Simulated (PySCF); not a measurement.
Compound: C3H3BClF.
Atom-mapped SMILES: `[F:1][BH:2][C:3]1=[C:4]([Cl:5])[CH2:6]1` (hydrogens: H7 on B2; H8, H9 on C6)

Method: PBE0-D3(BJ)/def2-SVP geometry optimisation, gas phase in PySCF 2.14.0; density fitting, grid level 1; the optimiser is geomeTRIC in internal coordinates, started from a GFN2-xTB structure with every atom displaced at random (about 0.01 Å).

Step 0: E = -19054.4800 eV
```
atom  x, y, z in Å  |  force x, y, z in eV/Å
F1      2.2766   -1.3510   -0.4388   -0.530   0.829   0.190
B2      1.7000   -0.1606   -0.1611    0.336  -1.311  -0.273
C3      0.1775   -0.0808   -0.0401    2.979   0.828   0.015
C4     -0.9615   -0.6413   -0.0672   -3.343  -0.701   0.044
Cl5    -1.9671   -1.9851   -0.2801    0.420   0.167   0.015
C6     -1.0277    0.8096    0.2375    0.094  -0.696   0.489
H7      2.4367    0.7560   -0.0233    0.291   0.518   0.080
H8     -1.3419    1.5057   -0.5269   -0.262   0.404  -0.462
H9     -1.2280    1.1380    1.2707    0.016  -0.039  -0.099
```

Step 1: E = -19054.5678 eV
```
atom  x, y, z in Å  |  force x, y, z in eV/Å
F1      2.1989   -1.3254   -0.6060    0.159  -0.161   0.137
B2      1.7149   -0.1933   -0.1218   -0.083   0.246  -0.457
C3      0.1960   -0.0673   -0.0005   -0.607  -0.258   0.149
C4     -1.0016   -0.6184   -0.0378    0.776   0.066  -0.044
Cl5    -1.8731   -2.0330   -0.2385   -0.165  -0.030   0.022
C6     -1.0393    0.8206    0.2307   -0.037   0.195  -0.118
H7      2.4850    0.7159    0.0843    0.012  -0.080   0.162
H8     -1.3449    1.5029   -0.5806   -0.015   0.010   0.131
H9     -1.2714    1.1887    1.2408   -0.040   0.010   0.017
```

Step 2: E = -19054.5741 eV
```
atom  x, y, z in Å  |  force x, y, z in eV/Å
F1      2.2721   -1.3388   -0.5411   -0.228  -0.027  -0.134
B2      1.7080   -0.1911   -0.1919    0.231   0.089   0.523
C3      0.1879   -0.0693   -0.0409   -0.080  -0.198  -0.266
C4     -1.0029   -0.6186   -0.0526    0.151   0.035  -0.025
Cl5    -1.8985   -2.0255   -0.2256   -0.075   0.024  -0.001
C6     -1.0389    0.8231    0.2247   -0.014   0.028   0.081
H7      2.4600    0.7081    0.1019   -0.016   0.112  -0.156
H8     -1.3753    1.5286   -0.5506    0.004  -0.057  -0.042
H9     -1.2479    1.1741    1.2467    0.028  -0.007   0.019
```

**Question.** Estimate the geometry and energy of step 3. (The exact step hangs on the optimiser's Hessian estimate; all steps are aligned on step 2, rigid shifts and turns removed.)

**Answer.** E = -19054.5890 eV, largest force 0.228 eV/Å
```
atom  x, y, z in Å  |  force x, y, z in eV/Å
F1      2.2176   -1.3458   -0.5426    0.078   0.039  -0.036
B2      1.7164   -0.1768   -0.1691   -0.050  -0.119   0.188
C3      0.1945   -0.0684   -0.0328   -0.042   0.088  -0.095
C4     -0.9930   -0.6216   -0.0544    0.080   0.007  -0.008
Cl5    -1.8928   -2.0257   -0.2349   -0.041   0.020  -0.001
C6     -1.0365    0.8193    0.2256   -0.041   0.004   0.073
H7      2.4839    0.7220    0.0861   -0.015  -0.006  -0.088
H8     -1.3730    1.5187   -0.5543    0.013  -0.020  -0.034
H9     -1.2527    1.1691    1.2469    0.016  -0.013   0.002
```

The energy changes by -0.0149 eV. The first-order estimate −F·Δx gives -0.0303 eV and the mean of the old and new forces, exact on a quadratic surface, -0.0144 eV. The step makes an angle of 58° with the force vector and moves no atom by more than 0.055 Å.

What follows is the cost of the whole optimisation. The run took 34 s of wall time on an Arm Neoverse V1 with one thread (shared host), and the process peaked at 0.42 GiB of memory.
